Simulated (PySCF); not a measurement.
Si(CCH)(F)2(Me) (C3H4F2Si), SMILES C#C[Si](C)(F)F.

Geometry optimised at PBE0-D3(BJ)/def2-SVP.

All values below come from PBE/def2-TZVP (PySCF).

Symmetry labels are those of the subgroup Cs that the program uses (full group Cs).

Computed valence orbital energies around the gap with their symmetry:
```csv
orbital,symmetry,energy (eV)
HOMO−7,A",-10.47
HOMO−6,A',-10.24
HOMO−5,A',-10.06
HOMO−4,A",-9.97
HOMO−3,A",-9.61
HOMO−2,A',-8.47
HOMO−1,A",-7.55
HOMO,A',-7.51
LUMO,A",-1.53
LUMO+1,A',-1.43
LUMO+2,A',0.35
LUMO+3,A',1.14
```
